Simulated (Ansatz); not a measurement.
## Reading a saddle point

A first-order saddle point of CH$_{7}$FSn, closed shell, PBE0-D4/def2-TZVP, with one imaginary mode of 1071i cm⁻¹:

Sn1  (-0.697, 0.999, -0.158)
C2  (0.478, -1.125, -0.103)
H3  (-1.625, 0.211, -1.380)
H4  (-1.720, 1.313, 1.159)
H5  (0.139, 2.287, -0.881)
H6  (0.830, -0.115, 0.704)
F7  (0.985, 0.907, 1.332)
H8  (-0.416, -1.721, 0.078)
H9  (0.723, -1.124, -1.164)
H10  (1.305, -1.631, 0.412)
(Å)

Ansatz 0.2.0; basis: def2-TZVPP and def2-QZVPP; cores frozen in the correlated methods. Filled d shells of the heavier atoms are correlated. Core potentials replace the inner electrons of the atoms past krypton. The def2 sets are not built for correlating such inner shells, so the correlated values are less sure here. Extrapolation: Hartree–Fock as exp(−7.88 √X), correlation as X^−2.97.

Problem. Which contacts change along the imaginary mode, and what lies on either side? (A judgement: the text doesn't fix the answer.)

Solution. By the calculation: The step is CH₆Sn ([CH3][SnH3]) + HF → SnH₃F ([F][SnH3]) + CH₄, with the molecules in contact on both sides. Shortening one way: Sn1–F7, C2–H6; lengthening the same way: Sn1–C2, H6–F7.
```tsv
pair	one side (Å)	saddle (Å)	other side (Å)
Sn1–F7	3.60	2.25	1.93
C2–H6	3.30	1.34	1.09
Sn1–C2	2.13	2.43	4.24
H6–F7	0.93	1.21	2.52
```

Problem. Which side is lower, and how far does the saddle lie above each? (Judge from chemistry; the value comes from the calculation.)

Solution. Computed: The side with Sn1–F7, C2–H6 short is lower by 0.685 eV; the saddle lies 2.085 eV above it and 1.400 eV above the other (CCSD(T) at an estimated basis limit (MP2 extrapolated from triple and quadruple zeta, plus CCSD(T) − MP2 in triple zeta); electronic energies).

T1 diagnostic: at most 0.014.

Labels in which every atom is bracketed show which atoms are joined, not bond orders.

For scale, one of the runs: CCSD(T)/def2-TZVPP, 210 basis functions, launched by `ansatz run in.yaml --threads 4 --pin off --events-out ev --progress --plain --max-ram 9574MiB`. Time: 110 s of wall clock on 4 CPU threads of an Intel Xeon; the host was shared. Peak host memory: 3.3 GiB.
